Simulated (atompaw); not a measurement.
**u(r) = r·R(r): atom against pseudo-atom (palladium)**

Columns: radius, all-electron u(r) and pseudo u(r) of the 5s shell (level -3.32 eV) of palladium in the configuration [Ar] 3d10 4s2 4p6 4d10 5s0 5p0; PBE, scalar-relativistic, PAW (atompaw) scheme, atompaw 4.2.0.5.

```
r (bohr)  all-electron   pseudo
   0.075       -0.0918  -0.0394
   0.150       -0.0217  -0.0771
   0.225        0.1207  -0.1115
   0.300        0.1526  -0.1411
   0.375        0.0881  -0.1645
   0.450       -0.0162  -0.1809
   0.525       -0.1173  -0.1892
   0.600       -0.1929  -0.1892
   0.675       -0.2356  -0.1806
   0.750       -0.2467  -0.1637
   0.825       -0.2311  -0.1388
   0.900       -0.1953  -0.1066
   0.975       -0.1457  -0.0683
   1.050       -0.0875  -0.0249
   1.125       -0.0250   0.0225
   1.200        0.0385   0.0723
   1.275        0.1009   0.1234
   1.350        0.1604   0.1744
   1.425        0.2163   0.2243
   1.500        0.2679   0.2720
   1.575        0.3149   0.3167
   1.650        0.3574   0.3580
   1.725        0.3952   0.3954
   1.800        0.4288   0.4288
   1.875        0.4582   0.4582
   1.950        0.4837   0.4837
```

Q: How many radial nodes do the two functions have?

A: The all-electron 5s function has n − l − 1 = 4 (the table is too coarse to show those close to the nucleus); the pseudo-wave has 1, since 1 lower shell of the same l stays in the valence.

Q: Is the pseudo-wave norm-conserving?

A: No, it belongs to a PAW set: the norm inside the radius is not constrained, and the difference is carried by the augmentation charge.
